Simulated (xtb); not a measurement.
Input for xtb: GFN1-xTB on C3H6O2 (SMILES COC(C)=O), a point of a torsion scan.

```
$ xtb mol.xyz --gfn 1 --sp --chrg 0 --uhf 0
11

C      1.83859470     0.16955174     0.15329510
O      0.48119992     0.10617094     0.56826129
C     -0.42454333    -0.10436403    -0.39674195
C     -1.81931422    -0.13001753     0.16894192
O     -0.13825729    -0.23661681    -1.55613518
H      1.98166943     0.99020950    -0.55251399
H      2.42505198     0.33278349     1.05358746
H      2.13008030    -0.76422129    -0.33161119
H     -2.43287401    -0.81852756    -0.40450383
H     -2.24687523     0.86709971     0.08085419
H     -1.79472412    -0.41218989     1.21656160
```

Output:

```
[...]
           -------------------------------------------------
          |                Calculation Setup                |
           -------------------------------------------------



           -------------------------------------------------
          |                 G F N 1 - x T B                 |
           -------------------------------------------------

        Reference                      10.1021/acs.jctc.7b00118
      * Hamiltonian:
        H0-scaling (s, p, d)           1.850000    2.250000    2.000000
        zeta-weighting                 0.000000
      * Dispersion:
        s8                             2.400000
        a1                             0.630000
        a2                             5.000000
        s9                             0.000000
      * Repulsion:
        kExp                           1.500000
        rExp                           1.000000
      * Coulomb:
        alpha                          2.000000
        third order                    atomic
        anisotropic                    false
      * Halogen bond correction:
        rad-scale                      1.300000
        damping                        0.440000


          ...................................................
          :                      SETUP                      :
          :.................................................:
          :  # basis functions                  32          :
          :  # atomic orbitals                  32          :
          :  # shells                           22          :
          :  # electrons                        30          :
          :  # halogen bonds                     0          :
          :  max. iterations                   250          :
          :  Hamiltonian                  GFN1-xTB          :
          :  restarted?                      false          :
          :  GBSA solvation                  false          :
          :  PC potential                    false          :
          :  electronic temp.          300.0000000     K    :
          :  accuracy                    1.0000000          :
          :  -> integral cutoff          0.2500000E+02      :
          :  -> integral neglect         0.1000000E-07      :
          :  -> SCF convergence          0.1000000E-05 Eh   :
          :  -> wf. convergence          0.2000000E-04 e    :
          :  Broyden damping             0.4000000          :
          :  net charge                          0          :
          :  unpaired electrons                  0          :
          ...................................................

 iter      E             dE          RMSdq      gap      omega  full diag
   1    -19.0390028 -0.190390E+02  0.777E+00    7.25       0.0  T
   2    -19.1644140 -0.125411E+00  0.454E+00    5.45       1.0  T
   3    -19.1654299 -0.101597E-02  0.199E+00    6.14       1.0  T
   4    -19.1711263 -0.569634E-02  0.207E-01    5.74       1.0  T
   5    -19.1714495 -0.323239E-03  0.507E-02    5.82       1.0  T
   6    -19.1714715 -0.219960E-04  0.736E-03    5.80       4.1  T
   7    -19.1714718 -0.322797E-06  0.462E-04    5.80      65.2  T
   8    -19.1714718 -0.334001E-09  0.215E-04    5.80     140.5  T
   9    -19.1714718 -0.187043E-09  0.425E-05    5.80     710.1  T
  10    -19.1714718 -0.432721E-11  0.161E-05    5.80    1877.7  T

   *** convergence criteria satisfied after 10 iterations ***

         #    Occupation            Energy/Eh            Energy/eV
      -------------------------------------------------------------
         1        2.0000           -0.8348495             -22.7174
       ...           ...                  ...                  ...
         9        2.0000           -0.5646191             -15.3641
        10        2.0000           -0.5480388             -14.9129
        11        2.0000           -0.5329127             -14.5013
        12        2.0000           -0.5289231             -14.3927
        13        2.0000           -0.5147728             -14.0077
        14        2.0000           -0.4943069             -13.4508
        15        2.0000           -0.4660632             -12.6822 (HOMO)
        16                         -0.2528459              -6.8803 (LUMO)
        17                         -0.1495922              -4.0706
        18                         -0.1375318              -3.7424
        19                         -0.0816233              -2.2211
        20                         -0.0793193              -2.1584
       ...                                ...                  ...
        32                          0.7374087              20.0659
      -------------------------------------------------------------
                  HL-Gap            0.2132173 Eh            5.8019 eV
             Fermi-level           -0.3594545 Eh           -9.7813 eV

 SCC (total)                   0 d,  0 h,  0 min,  0.010 sec
 SCC setup                      ...        0 min,  0.000 sec (  1.029%)
 Dispersion                     ...        0 min,  0.000 sec (  0.485%)
 classical contributions        ...        0 min,  0.000 sec (  0.219%)
 integral evaluation            ...        0 min,  0.002 sec ( 22.351%)
 iterations                     ...        0 min,  0.003 sec ( 27.313%)
 molecular gradient             ...        0 min,  0.005 sec ( 46.414%)
 printout                       ...        0 min,  0.000 sec (  2.054%)

         :::::::::::::::::::::::::::::::::::::::::::::::::::::
         ::                     SUMMARY                     ::
         :::::::::::::::::::::::::::::::::::::::::::::::::::::
         :: total energy             -18.995422710696 Eh    ::
         :: gradient norm              0.008208453589 Eh/a0 ::
         :: HOMO-LUMO gap              5.801938545567 eV    ::
         ::.................................................::
         :: SCC energy               -19.171471841445 Eh    ::
         :: -> electrostatic           0.086446556233 Eh    ::
         :: repulsion energy           0.178891806897 Eh    ::
         :: dispersion energy         -0.002842676148 Eh    ::
         :: halogen bond corr.         0.000000000000 Eh    ::
         :: add. restraining           0.000000000000 Eh    ::
         :: total charge               0.000000000000 e     ::
         :::::::::::::::::::::::::::::::::::::::::::::::::::::

           -------------------------------------------------
          |                Property Printout                |
           -------------------------------------------------

    * Orbital Energies and Occupations

         #    Occupation            Energy/Eh            Energy/eV
      -------------------------------------------------------------
         1        2.0000           -0.8348495             -22.7174
       ...           ...                  ...                  ...
         3        2.0000           -0.7228545             -19.6699
         4        2.0000           -0.6684679             -18.1899
         5        2.0000           -0.6493904             -17.6708
         6        2.0000           -0.6378475             -17.3567
         7        2.0000           -0.6050407             -16.4640
         8        2.0000           -0.6025917             -16.3974
         9        2.0000           -0.5646191             -15.3641
        10        2.0000           -0.5480388             -14.9129
        11        2.0000           -0.5329127             -14.5013
        12        2.0000           -0.5289231             -14.3927
        13        2.0000           -0.5147728             -14.0077
        14        2.0000           -0.4943069             -13.4508
        15        2.0000           -0.4660632             -12.6822 (HOMO)
        16                         -0.2528459              -6.8803 (LUMO)
Note: The following floating-point exceptions are signalling: IEEE_DENORMAL
normal termination of xtb
        17                         -0.1495922              -4.0706
        18                         -0.1375318              -3.7424
        19                         -0.0816233              -2.2211
        20                         -0.0793193              -2.1584
        21                         -0.0789187              -2.1475
        22                         -0.0758864              -2.0650
        23                          0.0382218               1.0401
        24                          0.1279947               3.4829
        25                          0.1980616               5.3895
        26                          0.2503116               6.8113
       ...                                ...                  ...
        32                          0.7374087              20.0659
      -------------------------------------------------------------
                  HL-Gap            0.2132173 Eh            5.8019 eV
             Fermi-level           -0.3594545 Eh           -9.7813 eV

  Mulliken/CM5 charges         n(s)   n(p)   n(d)
     1C     0.17545  0.05481   0.973  2.852  0.000
     2O    -0.41591 -0.50651   1.686  4.730  0.000
     3C     0.58569  0.63624   0.976  2.438  0.000
     4C    -0.12453 -0.26510   1.017  3.108  0.000
     5O    -0.53057 -0.58091   1.720  4.811  0.000
     6H     0.04377  0.10564   0.956  0.000  0.000
     7H     0.03768  0.09853   0.962  0.000  0.000
     8H     0.04427  0.10629   0.956  0.000  0.000
     9H     0.06158  0.11679   0.938  0.000  0.000
    10H     0.06584  0.12045   0.934  0.000  0.000
    11H     0.05673  0.11377   0.943  0.000  0.000

Wiberg/Mayer (AO) data.
largest (>0.10) Wiberg bond orders for each atom

 ---------------------------------------------------------------------------
     #   Z sym  total        # sym  WBO       # sym  WBO       # sym  WBO
 ---------------------------------------------------------------------------
     1   6 C    3.885 --     7 H    0.988     6 H    0.980     8 H    0.980
                             2 O    0.908
     2   8 O    2.196 --     3 C    1.096     1 C    0.908     5 O    0.134
     3   6 C    3.837 --     5 O    1.714     2 O    1.096     4 C    0.985
     4   6 C    3.994 --     3 C    0.985    11 H    0.983     9 H    0.978
                            10 H    0.961
     5   8 O    1.963 --     3 C    1.714     2 O    0.134
     6   1 H    1.010 --     1 C    0.980
     7   1 H    1.015 --     1 C    0.988
     8   1 H    1.010 --     1 C    0.980
     9   1 H    1.002 --     4 C    0.978
    10   1 H    1.000 --     4 C    0.961
    11   1 H    1.003 --     4 C    0.983
 ---------------------------------------------------------------------------

Topologies differ in total number of bonds
Writing topology from bond orders to xtbtopo.mol

 dipole moment from electron density (au)
     X       Y       Z
   0.0617   0.1702   0.9362  total (Debye):    2.424


           -------------------------------------------------
          | TOTAL ENERGY              -18.995422710696 Eh   |
          | GRADIENT NORM               0.008208453589 Eh/α |
          | HOMO-LUMO GAP               5.801938545567 eV   |
           -------------------------------------------------

------------------------------------------------------------------------
------------------------------------------------------------------------
 total:
 SCF:
```

The run finished.

Cost: around 0.04 core-seconds (rough).
